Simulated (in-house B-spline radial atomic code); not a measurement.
The numbers below are computed, except where a source is named.
**Softness against transferability: the 4p channel of Se**

Se, [Ar] 3d10 4s2 4p4, non-relativistic PBE, spherical and spin-unpolarised, from an all-electron radial atomic-structure program (B-spline basis) (atomic units). The all-electron 4p level is ε = -0.240624 hartree, its outermost node lies just inside 0.76 bohr and its outer maximum at 1.81 bohr.

Troullier-Martins pseudo-orbitals are made for several radii. The cutoffs (hartree) are the plane-wave energies beyond which the orbital holds less than the named kinetic energy per electron. The phase error is the difference, pseudo minus all-electron, of arctan(R P'/P) at R = 2.84 bohr for all radii, half a hartree below and above the level.

| r_c (bohr) | V_l(0) (hartree) | cutoff for 10 mEh | for 1 mEh | for 0.1 mEh | phase error at ε − 0.5 (mrad) | at ε + 0.5 (mrad) |
| --- | --- | --- | --- | --- | --- | --- |
| 1.36 | -7.11 | 13.1 | 27.1 | 51.2 | -0.5 | -2.3 |
| 1.58 | -0.53 | 3.08 | 10.2 | 22.3 | -0.3 | -1.4 |
| 1.81 | -0.10 | 3.18 | 10.4 | 20.5 | -0.3 | -1.3 |
| 2.05 | -0.72 | 2.98 | 8.99 | 13.3 | -0.5 | -2.0 |
| 2.28 | -1.20 | 2.88 | 7.07 | 10.6 | -0.9 | -3.4 |
| 2.54 | -1.51 | 2.88 | 4.03 | 8.65 | -1.6 | -5.6 |

Question: Which radius needs the lowest cutoff for 0.1 mEh while both phase errors stay within 2.4 mrad?

Answer: The radii within that limit are 1.36, 1.58, 1.81, 2.05 bohr; of these r_c = 2.05 needs the least, 13.3 hartree, that is 26.6 Ry or 362 eV.

Question: What does the larger radius buy, and what does it cost?

Answer: From r_c = 1.36 to 2.54 bohr the cutoff for 1 mEh goes from 27.1 to 4.03 hartree, a factor of 6.72, against 3.49 for a pure 1/r_c² scaling, end to end; step by step it is 27.1, 10.2, 10.4, 8.99, 7.07, 4.03, and for 0.1 mEh 51.2, 22.3, 20.5, 13.3, 10.6, 8.65; the number of plane waves goes as the cutoff to the power 3/2, here a factor of 17.4. The larger of the two phase errors is least at r_c = 1.81 bohr, 1.3 mrad; it is 2.3 at the smallest radius and 5.6 at the largest. These errors test the reference atom alone. The smallest radius lies well inside the outer maximum, where the nodeless form must bend sharply to keep the norm, so it is both harder and scatters less well than the next. Large radii also let the cores of neighbours overlap, which an atom doesn't show.
